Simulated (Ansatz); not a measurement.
Consider the ligand exchange at the Sn–O bond: `C[O][Sn]([OH])([Cl])[Cl]` + HBr → `[OH][Sn]([Cl])([Cl])[Br]` + CH₃OH.

Gas-phase electronic energies from Ansatz, PBE0-D4/def2-TZVP geometries. CBS: MP2 limit from def2 TZ/QZ plus the TZ coupled-cluster correction, frozen cores. This one scheme is used for every species. Functionals use def2-TZVPP. Elements past krypton have def2 core potentials. For Br, Sn outer-core shells are correlated without core-valence functions, which leaves a few kJ/mol of doubt a bond. Scalar relativity is left out up to krypton. Each species was taken in one conformer, which may not be the lowest.

| level | ΔE (kJ/mol) |
| --- | --- |
| PBE0-D4 | -80.8 |
| PBE | -76.1 |

(1) What does CCSD(T)/CBS give? (Best estimate.)

Largest T1 diagnostic among the species: 0.013.

## Answers

(1) Computed: -72.7 kJ/mol. The listed levels differ from it by -8.1, -3.4 kJ/mol.

From PBE to PBE0 (25 % exact exchange), in def2-TZVPP and without D4, ΔE moves by −5.9 kJ/mol. In def2-TZVPP, CCSD(T) changes the Hartree–Fock value by +17.6 kJ/mol (the triples alone add +2.5 kJ/mol) and MP2 by +13.4 kJ/mol.
